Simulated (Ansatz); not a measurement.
`F[Si](F)([SiH3])[SiH3]` + `[F][GaH2]` → `[F][GaH][SiH3]` + `F[SiH](F)[SiH3]`  (formal exchange of groups at the Si–Si bond)

Isolated molecules relaxed with PBE0-D4/def2-TZVP in Ansatz; ΔE leaves out vibrations. CBS: MP2 limit from def2 TZ/QZ plus the TZ coupled-cluster correction, frozen cores. DFT in def2-TZVPP. For Ga outer-core shells are correlated without core-valence functions, which leaves a few kJ/mol of doubt a bond. Scalar relativity is left out up to krypton.

```json
{"level": "PBE0", "ΔE (kJ/mol)": "-26.5"}
{"level": "CCSD/def2-SVP", "ΔE (kJ/mol)": "-30.6"}
```

(1) What does CCSD(T)/CBS give? (Estimate.)

Largest T1 diagnostic among the species: 0.014.

Answers

(1) Computed: -29.5 kJ/mol. The listed levels differ from it by 3.0, -1.1 kJ/mol.

Leaving LDA and LC-ωPBE aside and taking each functional with its dispersion term where it has one, the values, not all of them listed here, spread over 11.2 kJ/mol, from B2PLYP to B97M-V. LDA lies +3.4 kJ/mol from PBE without D4. The D4 term adds +4.9 kJ/mol with B3LYP and +2.9 kJ/mol with PBE0; it sums over pairs of atoms, weighted by their polarisabilities, and B3LYP, whose exchange is more repulsive, gets the larger term.

B3LYP here is the variant with VWN-RPA as its local correlation; programs differ in this.

CCSD(T)/CBS has its own doubt, a few kJ/mol and more with outer-core shells, so smaller differences from it don't rank the levels.
